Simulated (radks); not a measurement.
Results of a calculation; reference values are marked as such.
Question: The mean radii <r> (bohr) of the occupied orbitals of an atom or ion are listed with their occupations. Level of theory: Dirac Kohn-Sham, LB94 model potential, spin-unpolarised, spherical densities, finite nucleus; Fermi nuclear charge, rms radius of each element as measured or else 0.836 A^(1/3) + 0.57 fm (a radial shooting solver on a logarithmic mesh with Libxc functionals).

| orbital | occ. | <r> |
|---|---|---|
| 1s1/2 | 2 | 0.01577 |
| 2s1/2 | 2 | 0.06552 |
| 2p1/2 | 2 | 0.05360 |
| 2p3/2 | 4 | 0.06260 |
| 3s1/2 | 2 | 0.1677 |
| 3p1/2 | 2 | 0.1579 |
| 3p3/2 | 4 | 0.1732 |
| 3d3/2 | 4 | 0.1496 |
| 3d5/2 | 6 | 0.1542 |

Name the element and its charge. Open shells, if any, fill j = l - 1/2 first.

Answer: Z = 83, bismuth, charge +55: Bi55+ in [Ar] 3d10. The 1s radius gives Z: for a bare nucleus <r> = (2 gamma + 1)/(2Z) with gamma = sqrt(1 - (Z/c)^2), 0.01561 bohr for Z = 83, and screening makes it slightly larger (0.01577 here). The occupations add up to 28, and the charge is Z minus that.
